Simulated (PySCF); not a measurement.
## Electron correlation in F (fluorine, neutral)

[He] 2s2 2p5, 2P determinant. Computed with PySCF 2.14 in x2c-TZVPPall (5s3p2d1f, 31 functions), with the spin-free X2C one-electron Hamiltonian (Gaussian nucleus). Frozen: 1s2; 7 electrons correlated.

```tsv
level	correlation energy (mhartree)
CCSD	-210.00
(T)	-3.44
CCSD(T)	-213.44
CCSDT	-213.64
```

Diagnostics: T1 = 0.0062, D1 = 0.0108, largest double amplitude 0.036.

Cost of the coupled-cluster step: about 0.6 core-seconds, for 7 correlated electrons.
